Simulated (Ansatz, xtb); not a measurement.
**Isomers of CH4SeSn in order of energy**

3 gas-phase structures of CH4SeSn, found in a search over its isomers (lower ones may exist). Each was relaxed with GFN2-xTB:

A. `[CH3][SnH]=[Se]`, a singlet
B. a singlet given by its coordinates
C. a singlet given by its coordinates

C (Å):

```yaml
atoms:
  - { symbol: C, position_ang: [0.6510, 0.3167, -1.6698] }
  - { symbol: Se, position_ang: [-1.5323, -0.0134, 1.1174] }
  - { symbol: Sn, position_ang: [-1.0811, 1.5236, -0.8778] }
  - { symbol: H, position_ang: [1.4765, 0.2998, -0.9546] }
  - { symbol: H, position_ang: [1.0425, 0.7178, -2.6054] }
  - { symbol: H, position_ang: [0.3660, -0.7210, -1.8551] }
  - { symbol: H, position_ang: [-0.5225, -1.0074, 0.9336] }
```

Close contacts (Å): C1–Sn3 2.25, Se2–Sn3 2.56, C1–H4 1.09, C1–H5 1.09, C1–H6 1.09, Se2–H7 1.43.

B (Å):

```yaml
atoms:
  - { symbol: C, position_ang: [0.7479, -0.1790, 1.3687] }
  - { symbol: Se, position_ang: [0.3856, -1.1098, -0.3504] }
  - { symbol: Sn, position_ang: [-1.1891, -2.9352, 0.3496] }
  - { symbol: H, position_ang: [1.8225, -0.1659, 1.5190] }
  - { symbol: H, position_ang: [0.2624, -0.6938, 2.1938] }
  - { symbol: H, position_ang: [0.3716, 0.8355, 1.2878] }
  - { symbol: H, position_ang: [-1.2505, -3.4792, -1.3573] }
```

Close contacts (Å): C1–Se2 1.99, Se2–Sn3 2.51, C1–H4 1.09, C1–H5 1.09, C1–H6 1.09, Sn3–H7 1.79.

Question: Estimate their order in r2SCAN-D4/def2-SVP energy at these geometries, lowest first.

Answer: Calculated order at r2SCAN-D4/def2-SVP: C (0.0), B (5.8), A (16.3) kcal/mol.

Energies above the lowest of each column, in kcal/mol; the last columns are at PBE0-D3(BJ)/def2-SVP geometries (a dash: not run or not comparable):

```
structure  GFN2-xTB  HF/STO-3G  r2SCAN-D4/def2-SVP  PBE0-D3(BJ)/def2-SVP  CCSD(T)/def2-TZVP
        C       2.2        0.0                 0.0                   0.0                0.0
        B       0.0        8.5                 5.8                   6.6                7.7
        A      21.9        7.9                16.3                  16.0                  –
```

CCSD(T)/def2-TZVP puts C lowest of those it was run on; GFN2-xTB picks B. Frequencies (PBE0-D3(BJ)/def2-SVP) were run for B, C alone. Atoms past krypton carry core potentials in the def2 sets, without spin–orbit terms.

Programs: Ansatz 0.2.0, xtb 6.7.1.
